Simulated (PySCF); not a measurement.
Isomers of C6H14O3Si, one GFN2-xTB conformer each. Single-point energies are computed at PBE0/pcSseg-1 (PySCF, gas phase, no added dispersion term), electronic only.

Task: Rank them by PBE0/pcSseg-1 energy, lowest first (kJ/mol).
A. `[CH3:1][CH:2]([CH3:3])[O:4][C:5](=[O:6])[C@@H:7]([CH3:8])[O:9][SiH3:10]` with C1–C2–O4–C5 90°, C2–O4–C5–O6 1°, O4–C5–C7–C8 78°, C5–C7–O9–Si10 -24°
B. `[CH3:1][CH2:2][CH2:3][O:4][C:5](=[O:6])[C@@H:7]([CH3:8])[O:9][SiH3:10]` with C1–C2–C3–O4 -179°, C2–C3–O4–C5 -162°, C3–O4–C5–O6 0°, O4–C5–C7–C8 74°, C5–C7–O9–Si10 -22°

Result: A (0.0), B (14.1).

GFN2-xTB itself gives, in the same order: 0.0, 14.7. Both levels put the same isomer lowest.

Task: Which frontier levels, dipoles and rotational constants go with these structures?

Result: 
| SMILES | HOMO (eV, PBE0/pcSseg-1) | LUMO (eV) | dipole (D) | A, B, C (MHz) |
| --- | --- | --- | --- | --- |
| CC(C)OC(=O)[C@@H](C)O[SiH3] | -7.83 | -0.01 | 3.88 | 2229, 591.7, 546.6 |
| CCCOC(=O)[C@@H](C)O[SiH3] | -7.85 | -0.03 | 3.93 | 2629, 483.6, 431.4 |

Task: As an exercise, what shares would exp(−E/RT) give at 1000 K from these electronic energies alone (no entropy, no degeneracies)?

Result: RT = 8.314 kJ/mol: CC(C)OC(=O)[C@@H](C)O[SiH3] 84.6 %, CCCOC(=O)[C@@H](C)O[SiH3] 15.4 %.
